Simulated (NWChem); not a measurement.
# SiH2Cl, doublet; SMILES [SiH2]Cl

Computed with NWChem. Pople sets run with spherical d functions. Spin-unrestricted. In the optimisation the excess spin sits in a' (Cs, its own frame). No stability test was run on the SCF state. The level has its own optimisation; frequencies are unscaled.

Problem. Predict the results for B3LYP/6-31G*. Quantities: r Cl–Si (Å); r H–Si (Å); highest harmonic frequency (cm⁻¹); lowest (cm⁻¹); zero-point energy (kcal/mol); dipole (D).

Solution. 
```json
{
 "r Cl–Si (Å)": "2.082",
 "r H–Si (Å)": "1.491",
 "highest harmonic frequency (cm⁻¹)": "2242",
 "lowest (cm⁻¹)": "530",
 "zero-point energy (kcal/mol)": "10.4",
 "dipole (D)": "1.64"
}
```
